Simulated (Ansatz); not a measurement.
Consider the isomerisation: `OC[SiH2]S` → `[SiH3]OCS`.

Computed with Ansatz on PBE0-D4/def2-TZVP structures; ΔE is electronic, products minus reactants. CBS: MP2 limit from def2 TZ/QZ plus the TZ coupled-cluster correction, frozen cores. DFT in def2-TZVPP. HSE06 is defined as in plane-wave codes. One conformer a species, not always the lowest.

| level | ΔE (eV) |
| --- | --- |
| LDA (SPW92) | 0.10 |
| r2SCAN0-D4 | 0.07 |
| HSE06-D4 | 0.13 |
| B2PLYP | -0.02 |
| RPA@PBE/def2-TZVPP | -0.04 |
| HF/def2-SVP | 0.00 |
| MP2/def2-TZVPP | 0.03 |
| HF/CBS(def2) | -0.15 |

Problem. What does CCSD(T)/CBS give? (Best estimate.)

Solution. Ansatz gave: +0.04 eV. The listed levels differ from it by 0.06, 0.03, 0.09, -0.06, -0.08, -0.04, -0.01, -0.19 eV.

Largest T1 diagnostic among the species: 0.012.

In def2-TZVPP, CCSD(T) changes the Hartree–Fock value by +0.15 eV (the triples alone add +0.01 eV) and MP2 by +0.16 eV. Leaving LDA and LC-ωPBE aside and taking each functional with its dispersion term where it has one, the values, not all of them listed here, spread over 0.16 eV, from CAM-B3LYP-D4 to PBE-D4.
